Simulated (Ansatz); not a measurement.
C2H9NOSi2 can be A, `C=C[SiH2]N[SiH2]O`, or B, `C=C[Si](N)(O)[SiH3]`.

Gas-phase electronic energies from Ansatz, PBE0-D4/def2-TZVP geometries. CBS: MP2 limit from def2 TZ/QZ plus the TZ coupled-cluster correction, frozen cores. Functionals use def2-TZVPP. B3LYP here is the variant with VWN-RPA as its local correlation; programs differ in this. Each species was taken in one conformer, which may not be the lowest.

Question: Which isomer does CCSD(T)/CBS put lower? Give the gap. (An estimate is asked.)

Answer: The calculation gave: A, by 14.5 kcal/mol.

Question: Give E(B) − E(A) in kcal/mol with PBE-D4, PBE0-D4, B3LYP-D4, MP2/def2-TZVPP, CCSD/def2-TZVPP, CCSD(T)/def2-TZVPP, B2PLYP. (Estimate.)

Answer: Ansatz gave: PBE-D4 9.5, PBE0-D4 11.1, B3LYP-D4 13.5, MP2/def2-TZVPP 16.3, CCSD/def2-TZVPP 15.0, CCSD(T)/def2-TZVPP 14.6, B2PLYP 14.7. None reverses the order clearly.

Largest T1 diagnostic: 0.012.

In def2-TZVPP, CCSD(T) changes the Hartree–Fock value by −3.3 kcal/mol (the triples alone add −0.4 kcal/mol) and MP2 by −1.6 kcal/mol. From PBE to PBE0 (25 % exact exchange), in def2-TZVPP and without D4, E(B) − E(A) moves by +1.6 kcal/mol.
